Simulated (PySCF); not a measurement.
# What a mistake does to a calculation on B3ClH3

All numbers below are calculated, not measured. They come from PySCF 2.14.0, an open-source quantum chemistry program, on an isolated molecule that a program drew, which may never have been made. The molecule is B3ClH3 (charge 0, doublet), drawn as the SMILES string `[BH]BBCl`.

Each row is a Hartree-Fock (HF) and frozen-core CCSD(T) single point in the cc-pV(D+d)Z basis, meant for a local HF minimum. Run 1 is clean. Each other run has one planted mistake out of seven kinds, and not every kind appears here: one electron removed, one electron added, multiplicity raised by two, geometry at a saddle point, minimal basis STO-3G, one bond length entered in bohr, all coordinates scaled. The reference is restricted for singlets and unrestricted otherwise, and also for a bond in bohr. Adding or removing an electron swaps singlet and doublet. Electrons count all cores. HOMO and LUMO are orbital energies over both spins, the gradient is its largest component, and the lowest frequency (negative if imaginary) is given only where the gradient is small. Bond lengths are over the 6 bonds as drawn. T1 is the CCSD diagnostic: over 0.02 (restricted) or 0.045 (unrestricted) a single reference is doubtful.

Geometry of the clean run:
```xyz
7
B3ClH3, angstrom
B     0.6698    1.1566   -1.4128
B    -0.1534    0.2716   -0.3808
B    -0.8229   -1.2607   -0.6646
Cl    0.1211   -2.7319   -0.3490
H     1.2862    1.8221   -2.1709
H    -0.3296    0.7596    0.7097
H    -1.9399   -1.4484   -1.0506
```

| run | electrons | basis functions | <S^2> | HOMO (eV) | LUMO (eV) | gradient (hartree/bohr) | lowest frequency (cm^-1) | mean bond (Å) | longest bond (Å) | T1 | HF (hartree) | CCSD(T) (hartree) | mistake |
|---|---|---|---|---|---|---|---|---|---|---|---|---|---|
| 1 | 35 | 80 | 0.758 | -8.94 | 1.04 | 2.0e-05 | 94 | 1.4414 | 1.776 | 0.0194 | -535.25220 | -535.67266 | no fault |
| 2 | 35 | 80 | 0.759 | -8.84 | 0.93 | 3.4e-02 | - | 1.5336 | 1.890 | 0.0207 | -535.23163 | -535.65492 | all coordinates scaled |
| 3 | 35 | 27 | 0.757 | -7.27 | 5.04 | 2.4e-02 | - | 1.4414 | 1.776 | 0.0195 | -529.36252 | -529.50201 | minimal basis STO-3G |
| 4 | 36 | 80 | 0.000 | -0.80 | 7.08 | 3.2e-02 | - | 1.4414 | 1.776 | 0.0202 | -535.24485 | -535.70835 | one electron added |
| 5 | 35 | 80 | 1.423 | -8.63 | 0.71 | 2.2e-02 | - | 1.6188 | 2.261 | 0.0661 | -535.13302 | -535.55667 | ? |
| 6 | 35 | 80 | 3.792 | -7.87 | -2.06 | 6.5e-02 | - | 1.4414 | 1.776 | 0.0650 | -535.09457 | -535.51773 | ? |

**Which mistake was planted in run 5, and what did it cost?**

The mean bond changes by a factor of 1.123 and the longest by 1.273, so the molecule wasn't scaled as a whole. A length L in bohr read as angstrom grows by (1/0.5292 - 1) L = 0.890 L. The 6 bonds together grew by 6 x 0.1774 = 1.064 Å, which gives L = 1.196 Å. That is the length of one of the B-H bonds, 1.197 Å in the clean geometry. So the mistake is: one bond length entered in bohr. Subtracting run 1 and multiplying by 627.51 kcal/mol a hartree, the energy moved by 74.8 kcal/mol in HF and 72.8 kcal/mol in CCSD(T).

**Which mistake was planted in run 6, and what did it cost?**

Electrons, basis and geometry are unchanged, and <S^2> is 3.792, beside S(S+1) = 3.75 for a multiplicity of 4. So the mistake is: multiplicity raised by two. Subtracting run 1 and multiplying by 627.51 kcal/mol a hartree, the energy moved by 98.9 kcal/mol in HF and 97.2 kcal/mol in CCSD(T).

Cautions from the logs. Run 4: T1 is over the limit, so its CCSD(T) energy is less reliable; run 5: T1 is over the limit, so its CCSD(T) energy is less reliable; run 6: T1 is over the limit, so its CCSD(T) energy is less reliable.
